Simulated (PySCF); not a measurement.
Input for PySCF: R-B3LYP/6-31G* on C2H9N (a complex).

```python
from pyscf import gto, scf, dft, mp
from pyscf.data.elements import chemcore

mol = gto.M(
    atom='''
    C    -0.00543151   -0.04465795   -0.38546212
    H     0.10063666    0.34509718   -1.39671866
    H    -0.25792949   -1.10336403   -0.43294956
    H     0.93168140    0.08321853    0.15411926
    H    -0.79695280    0.49801530    0.12965853
    C    -0.16183850    0.74581251    3.36498978
    N     0.07303548   -0.68857416    3.20940084
    H     0.22557977    1.07124101    4.33177886
    H    -1.23650981    0.93543199    3.36761168
    H     0.28933845    1.37897300    2.58881868
    H     1.06508181   -0.89276420    3.21696124
    H    -0.28608244   -1.01388700    2.32028111
    ''',
    basis='6-31g*',
    cart=True,
    charge=0, spin=0, verbose=3, max_memory=1800)
mf = dft.RKS(mol, xc='b3lyp')
mf.conv_tol = 1e-8
mf.max_cycle = 100
mf.kernel()
if not mf.converged:
    mf = mf.newton().run(mf.mo_coeff, mf.mo_occ)
```

It printed:

```
converged SCF energy = -136.371675373243
```

The run converged.

Cost: around 5 core-seconds (rough).
